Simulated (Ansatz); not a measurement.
Total energies of `ClB1NCO1`.

Cartesian coordinates in Å:
```
Cl 1.9915 1.4770 1.2555
B 0.8093 0.4651 0.4824
N -0.2715 0.6786 -0.3925
C -0.4920 -0.7492 -0.2774
O 0.6658 -0.9143 0.5609
H -0.9171 1.3904 -0.6721
H -1.4036 -1.0380 0.2533
H -0.3824 -1.3095 -1.2101
```

Total charge 0; spin multiplicity 1. The geometry is a stationary point of PBE0-D4/def2-TZVP. Basis def2-TZVPP, Ansatz.

RPA on PBE orbitals: Hartree–Fock energy of these orbitals -653.23834 Eh, correlation -1.39688 Eh (frozen core).

| functional | energy without D4 (Eh) | D4 term (kJ/mol) |
| --- | --- | --- |
| revPBE | -654.97348 | -53.0 |
| r2SCAN | -654.98267 | -3.7 |
| B97M-V | -654.98080 | – |
| PBE0 | -654.74587 | -13.0 |
| r2SCANh | -654.97146 | -3.9 |
| r2SCAN0 | -654.95571 | -4.3 |
| HSE06 (plane-wave form) | -654.72845 | -12.0 |
| BHLYP | -655.01373 | -18.1 |
| ωB97X-V | -654.99206 | – |
| ωB97M-V | -655.03343 | – |

Give the same for LDA (SPW92), PBE, BLYP, B3LYP, CAM-B3LYP, LC-ωPBE, B2PLYP, PBE-QIDH. (Estimate.)

Ansatz gave: 
| functional | energy without D4 (Eh) | D4 term (kJ/mol) |
| --- | --- | --- |
| LDA (SPW92) | -652.02216 | – |
| PBE | -654.69803 | -15.6 |
| BLYP | -655.05666 | -35.4 |
| B3LYP | -655.13633 | -25.2 |
| CAM-B3LYP | -655.04856 | -13.0 |
| LC-ωPBE | -654.86901 | – |
| B2PLYP | -654.83986 | – |
| PBE-QIDH | -654.63417 | – |

B3LYP takes the VWN-RPA correlation (the form of Gaussian; ORCA's B3LYP/G). HSE06 is the plane-wave form, built on full-range PBE exchange. The double hybrids freeze the cores in their second-order part.

LC-ωPBE has ω = 0.4 bohr⁻¹.
